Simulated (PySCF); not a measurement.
# `OC=C1C=CC=C1`, C₆H₆O

Geometry (Å), atoms numbered from 1 in this order:
```xyz
13

O     2.242   -0.662   -0.020
C     1.445    0.396    0.139
C     0.095    0.305    0.160
C    -0.728   -0.888    0.025
C    -2.029   -0.494    0.109
C    -2.082    0.950    0.300
C    -0.811    1.437    0.332
H     3.164   -0.389   -0.007
H     1.934    1.372    0.255
H    -0.346   -1.898   -0.118
H    -2.901   -1.147    0.045
H    -2.997    1.535    0.401
H    -0.503    2.474    0.461
```

Level of theory: quadratic response CAM-B3LYP/def2-TZVPD first hyperpolarisability, Taylor convention, gas phase (PySCF 2.14.0). Geometry: PBE0-D3(BJ)/def2-SVP.

Give the tensor of the static β(0;0,0) in the axes of these coordinates.

In au, Taylor convention; rows are the first index (the induced dipole):
```
       xx     yy     zz     xy     xz     yz
x  +156.6  +77.4  +45.1  -80.4  -12.3   +6.0
y   -80.4  -43.3  -14.5  +77.4   +6.0   -3.9
z   -12.3   -3.9   -9.0   +6.0  +45.1  -14.5
```
Norm of βᵢ = ⅓ Σⱼ (βᵢⱼⱼ + βⱼᵢⱼ + βⱼⱼᵢ): 312.4 au, hyper-Rayleigh value 119.3 au.
